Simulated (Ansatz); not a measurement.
`BOB1CO1` + `FC[SiH3]` → `[SiH3]B1CO1` + `BOCF` at 500 K and 1 bar (redistribution).

Program: Ansatz. Geometries: PBE0-D4/def2-TZVP. ΔE: electronic, gas phase. CBS: MP2 limit from def2 TZ/QZ plus the TZ coupled-cluster correction, frozen cores. Each species was taken in one conformer, which may not be the lowest.

```
      species  CCSD(T)/CBS energy (Eh)  H − E (kJ/mol)  S (J/(mol·K))
    `BOB1CO1`               -240.45540           196.8          374.2
   `FC[SiH3]`               -429.90570           175.1          332.8
`[SiH3]B1CO1`               -430.07962           193.0          367.7
       `BOCF`               -240.23545           181.4          330.8
```

H − E and S are ideal-gas, rigid-rotor, harmonic terms from PBE0-D4/def2-TZVP, for one conformer and one mirror image of each species. 1 Eh = 2625.50 kJ/mol, R = 8.31446 J/(mol·K).

**Question.** By hand: ΔE, ΔH, ΔS and ΔG.

**Answer.** ΔE = (-430.07962) + (-240.23545) − (-240.45540) − (-429.90570) = 0.04603 Eh = 120.9 kJ/mol. Δ(H − E) = 193.0 + 181.4 − 196.8 − 175.1 = 2.5, so ΔH = 123.4 kJ/mol. ΔS = 367.7 + 330.8 − 374.2 − 332.8 = -8.5 J/(mol·K). ΔG = 123.4 − 500 × (-8.5)/1000 = 127.7 kJ/mol.

**Question.** By hand: the equilibrium constant, and the temperature at which ΔG would vanish if ΔH and ΔS stayed fixed.

**Answer.** log₁₀ K = −ΔG/(RT ln 10) = -13.3. ΔH and −TΔS have one sign here, so there is no such temperature.

The number of gas molecules stays the same, so ΔS is small and ΔH decides. A doubt of 5 kJ/mol in ΔE shifts log₁₀ K by 0.5 here. Other conformers and mirror images would add mixing entropy, several J/(mol·K) or more a flexible species. Modes under 60 cm⁻¹, often nearly free rotors, make the harmonic entropy too high. These are equilibria of isolated gas molecules and say nothing of rates. Largest T1 diagnostic: 0.016 (customary marks: 0.02 for closed shells, 0.045 for open ones).

ΔS is within the doubt of such terms, so its sign, and with it that verdict, could turn.
